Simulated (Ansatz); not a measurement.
CH₇GaSi (`[CH3][GaH][SiH3]`) at its PBE0-D4/def2-TZVP geometry, where that method's forces vanish. The species carries charge 0 and has multiplicity 1.

```tsv
atom	x (Å)	y (Å)	z (Å)
C1	-0.220	1.795	0.593
Ga2	0.017	0.395	-0.775
Si3	0.210	-1.932	-0.144
H4	-0.144	1.416	1.612
H5	-1.204	2.258	0.467
H6	0.522	2.586	0.452
H7	0.065	0.834	-2.289
H8	-0.997	-2.361	0.621
H9	0.368	-2.864	-1.294
H10	1.383	-2.126	0.758
```

**Question.** For each bond, give half the difference of the two atoms' forces along it (eV/Å; positive pushes the atoms apart) under PBE-D4, r2SCAN-D4, B3LYP-D4, ωB97M-V in def2-TZVPP. (Estimate.)

**Answer.** The calculation gave: 
```csv
bond,length (Å),PBE-D4,r2SCAN-D4,B3LYP-D4,ωB97M-V
C1–Ga2,1.971,0.03,0.01,0.19,0.06
C1–H4,1.090,0.10,-0.01,-0.07,-0.04
C1–H5,1.095,0.12,0.00,-0.06,-0.05
C1–H6,1.093,0.11,0.00,-0.07,-0.05
Ga2–Si3,2.419,-0.10,-0.03,0.07,0.02
Ga2–H7,1.578,0.04,-0.07,-0.06,-0.09
Si3–H8,1.492,0.10,0.00,-0.07,-0.10
Si3–H9,1.489,0.09,-0.01,-0.08,-0.10
Si3–H10,1.492,0.10,0.00,-0.07,-0.10
```

B3LYP here is the variant with VWN-RPA as its local correlation; programs differ in this.

Computed with Ansatz.
